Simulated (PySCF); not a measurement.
A run for PySCF: U-B3LYP/LANL2DZ on H4SeSi (SMILES [SiH3][SeH]), a point of a bond scan (R = 1.619 Å).

```python
from pyscf import gto, scf, dft, mp
from pyscf.data.elements import chemcore

mol = gto.M(
    atom='''
    Si   -1.41089708   -0.55973432    0.05076610
    Se    0.70615001    0.32303231   -0.02768899
    H    -1.63370995   -1.31771293    1.30126411
    H    -2.30799106    0.61377758    0.00171144
    H    -1.66952665   -1.44568471   -1.10514268
    H     1.41954014   -1.12922113    0.03892326
    ''',
    basis='lanl2dz',
    ecp={'Se': 'lanl2dz', 'Si': 'lanl2dz'},
    charge=0, spin=0, verbose=3, max_memory=1800)
mf = dft.UKS(mol, xc='b3lyp')
mf.conv_tol = 1e-8
mf.max_cycle = 100
mf.init_guess_breaksym = True
mf.kernel()
if not mf.converged:
    mf = mf.newton().run(mf.mo_coeff, mf.mo_occ)
for _ in range(4):
    mo, _, stable, _ = mf.stability(return_status=True)
    if stable:
        break
    mf.kernel(mf.make_rdm1(mo, mf.mo_occ))
```

Program output:

```
converged SCF energy = -15.4969769064824  <S^2> = 6.6476602e-10  2S+1 = 1
<class 'pyscf.dft.uks.UKS'> wavefunction is stable in the internal stability analysis
```

Self-consistency was reached.

Cost: about 21 core-seconds (a rough figure).
